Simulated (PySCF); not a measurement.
A homologous series of growing length: n-germane methyl/methyl. Isolated molecules, 0 K electronic values unless said otherwise. One relaxed conformer stands for each flexible species; it need not be the lowest. Strings in code marks are SMILES. All members: neutral, multiplicity 1. Level: PBE0-D4/def2-TZVP // PBE0-D3(BJ)/def2-SVP (PySCF). Delta-SCF ions had no search for a lower state.  The removal energy is E(N − 1 electrons) − E(N electrons) at the parent's geometry; ε(HOMO) is measured against the vacuum level.

| species | −ε(HOMO) (eV) | vertical ionisation energy (Delta-SCF) (eV) |
|---|---|---|
| `[CH3][GeH2][GeH2][GeH2][GeH2][GeH2][GeH2][CH3]` | 6.91 | 8.21 |
| `[CH3][GeH2][GeH2][GeH2][GeH2][GeH2][CH3]` | 7.01 | 8.41 |
| `[CH3][GeH2][GeH2][GeH2][GeH2][CH3]` | 7.16 | withheld |
| `[CH3][GeH2][GeH2][GeH2][CH3]` (C–Ge–Ge–Ge torsion 180°, Ge–Ge–Ge–C torsion 180°) | 7.37 | 9.04 |
| `[CH3][GeH2][GeH2][CH3]` (C–Ge–Ge–C torsion 179°) | 7.59 | 9.47 |
| `[CH3][GeH2][CH3]` | 8.52 | 10.61 |

Problem. Fit vertical ionisation energy (Delta-SCF) = a + b·x to the 5 complete rows by least squares, with x = −ε(HOMO) in eV. Give a, b and the rms residual, and predict the withheld value.

Solution. Means of the 5 rows: x̄ = 7.48, ȳ = 9.148 eV. Σ(x − x̄)² = 1.6516 and Σ(x − x̄)(y − ȳ) = 2.4493, so b = 1.483 and a = ȳ − b·x̄ = -1.945 eV. The rms residual is 0.095 eV. At x = 7.16 the line gives 8.67 eV. The run for `[CH3][GeH2][GeH2][GeH2][GeH2][CH3]` gave 8.67 eV, so the line is off by 0.00 eV, within twice the rms residual.

Codes: PySCF.
